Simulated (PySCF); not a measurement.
SMILES [SiH2]([SiH2]C(C)(C)C)C(=O)O (C₅H₁₄O₂Si₂) (GFN2-xTB optimised geometry):

```
23

C     -0.411    -1.105     1.245
C      0.088    -0.370     0.000
C     -0.405    -1.110    -1.244
C      1.617    -0.370     0.000
Si    -0.571     1.442     0.000
Si    -0.244     2.486     2.046
C      1.524     2.149     2.697
O      2.524     2.745     2.381
O      1.560     1.115     3.554
H     -1.499    -1.110     1.282
H     -0.040    -0.633     2.154
H     -0.069    -2.140     1.239
H     -0.021    -2.130    -1.260
H     -0.071    -0.609    -2.151
H     -1.491    -1.156    -1.262
H      1.999    -1.391     0.026
H      2.005     0.112    -0.895
H      2.012     0.157     0.866
H     -2.012     1.389    -0.301
H      0.053     2.140    -1.135
H     -1.110     2.028     3.138
H     -0.342     3.947     1.977
H      2.466     0.954     3.871
```

Method: PBE/def2-SVP (PySCF 2.14.0).

What are the frontier orbital energies and the dipole moment?

HOMO-2 -7.50 eV, HOMO-1 -6.70 eV, HOMO -6.02 eV, LUMO -1.59 eV, LUMO+1 -0.60 eV; dipole moment 1.88 D.

Meta-Löwdin charges at PBE/def2-SVP: C1 -0.31, C2 -0.11, C3 -0.30, C4 -0.30, Si5 0.33, Si6 0.28, C7 0.28, O8 -0.39, O9 -0.41, H10 0.10, H11 0.10, H12 0.10, H13 0.10, H14 0.10, H15 0.10, H16 0.10, H17 0.10, H18 0.10, H19 -0.08, H20 -0.07, H21 -0.06, H22 -0.06, H23 0.32.
